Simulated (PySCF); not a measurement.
Computed shifts of a molecule C₂H₆BFN₂, PBE/pcSseg-1 (PySCF), GIAO, gas phase, equivalent atoms averaged, in ppm (number of nuclei): ¹³C: 185.1 (1), 105.3 (1). ¹⁹F: -121.6 (1). ¹⁵N: 73.2 (1), 65.4 (1). ¹H: 5.59 (1), 5.17 (1), 3.40 (1), 2.73 (1), 2.53 (1), 2.41 (1). References: ¹³C against TMS (σ = 182.0 ppm); ¹⁹F against CFCl3 (σ = 133.6 ppm); ¹¹B against BF3 (σ = 83.9 ppm); ¹⁵N against NH3 (σ = 267.0 ppm); ¹H against TMS (σ = 31.49 ppm), references at their B3LYP-D3(BJ)/def2-TZVP geometries, non-relativistic. Geometry: PBE-D3(BJ)/def2-SVP. A frequency run showed that this geometry is not a minimum. One conformer was computed; it need not be the lowest.

Task: Pick the molecule that these values belong to.
A) NB(N)/C=C\F
B) C/N=C/B(N)F
C) C=C(F)B(N)N
D) FB1NCCN1

Result: C, C=C(F)B(N)N
